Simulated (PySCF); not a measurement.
## Radial density of Al⁺ (aluminium, charge +1)

MN15, [Ne] 3s2, closed-shell 1S. All numbers are calculated (PySCF 2.14, no relativity, point nucleus, in cc-pV(T+d)Z (5s4p3d1f, 39 functions)).

| r (bohr) | 4πr²ρ (e/bohr) |
| --- | --- |
| 0.00168 | 0.04765 |
| 0.00283 | 0.1307 |
| 0.00475 | 0.3519 |
| 0.00800 | 0.9147 |
| 0.0135 | 2.248 |
| 0.0226 | 5.013 |
| 0.0381 | 9.530 |
| 0.0640 | 13.92 |
| 0.108 | 13.50 |
| 0.181 | 8.975 |
| 0.305 | 10.28 |
| 0.512 | 12.33 |
| 0.862 | 5.359 |
| 1.45 | 1.196 |
| 2.44 | 0.8757 |
| 4.10 | 0.1510 |
| 6.90 | 0.002433 |
